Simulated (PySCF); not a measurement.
Computed shifts of a molecule C3H5BN2O, PBE/pcSseg-1 (PySCF), GIAO, gas phase, equivalent atoms averaged, in ppm (number of nuclei): ¹³C: 212.1 (1), 124.5 (1), 6.3 (1). ¹⁵N: 415.1 (1), 371.6 (1). ¹H: 8.96 (1), 6.15 (1), 1.25 (3). References: ¹³C against TMS (σ = 182.0 ppm); ¹¹B against BF3 (σ = 83.9 ppm); ¹⁷O against H2O (σ = 334.3 ppm); ¹⁵N against NH3 (σ = 267.0 ppm); ¹H against TMS (σ = 31.49 ppm), references at their B3LYP-D3(BJ)/def2-TZVP geometries, non-relativistic. Coordinates come from a PBE0-D3(BJ)/def2-SVP optimisation. One conformer was computed; it need not be the lowest.

### Question
Identify the compound among the candidates.
A. C=C1OC=NB1N
B. C=C=C1NB(O)N1
C. CB(O)/C=N\C#N
D. OCB1N=CC=N1

### Answer
C, CB(O)/C=N\C#N
